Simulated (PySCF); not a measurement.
Optical rotation: `C[C@@H]1C[Si@H]([AsH][SiH3])O1`, C3H11AsOSi2

Geometry (Å), atoms numbered from 1 in this order:
```xyz
18

C    -2.591    0.444    0.712
C    -1.981    0.048   -0.617
C    -0.892   -1.020   -0.521
Si    0.222    0.349   -1.243
As    1.769    1.328    0.163
Si    3.348   -0.369   -0.024
O    -1.231    1.142   -1.157
H    -1.797    0.732    1.401
H    -3.260    1.290    0.581
H    -3.148   -0.391    1.131
H    -2.765   -0.208   -1.337
H    -0.699   -1.332    0.502
H    -1.088   -1.897   -1.127
H     0.561    0.073   -2.652
H     2.380    2.104   -0.970
H     4.645    0.090    0.494
H     2.948   -1.530    0.783
H     3.569   -0.846   -1.397
```

Computed with PySCF, TDDFT BHandHLYP/def2-SVPD circular dichroism and optical rotation, one conformer, gas phase. Geometry: GFN2-xTB.

The molecule is flexible and this is one conformer; a measurement averages over conformers. The calculation is non-relativistic, which matters for the atoms heavier than Zn.

Stereocentres: C2 R, Si4 S.

Question: Give the optical rotatory dispersion at 633, 589.3, 546, 436, 405, 365, 355 nm.

Answer: [α] in deg dm⁻¹ (g/mL)⁻¹:
| λ (nm) | origin-invariant length gauge | modified velocity gauge | length gauge (centre of mass) | isotropic polarisability (au) |
| --- | --- | --- | --- | --- |
| 633 | +182.9 | +180.7 | +182.9 | 124.6 |
| 589.3 | +214.9 | +212.2 | +214.8 | 125.3 |
| 546 | +255.9 | +252.7 | +255.9 | 126.0 |
| 436 | +439.8 | +433.6 | +439.5 | 129.3 |
| 405 | +531.0 | +523.4 | +530.6 | 130.8 |
| 365 | +701.5 | +690.8 | +700.7 | 133.4 |
| 355 | +757.8 | +746.1 | +757.0 | 134.3 |

Question: And for the mirror image at 589.3 nm?

Answer: -214.9 deg dm⁻¹ (g/mL)⁻¹ (origin-invariant length gauge): the same size and the opposite sign.

Question: What is the molar rotation [Φ] = [α]·M/100 of the geometry above at 589.3 nm?

Answer: With M = 194.21 g/mol, +417.3 deg cm² dmol⁻¹ (origin-invariant length gauge).

The first excitation lies at 6.00 eV (207 nm) with R = -0.5 × 10⁻⁴⁰ esu² cm² (velocity form).
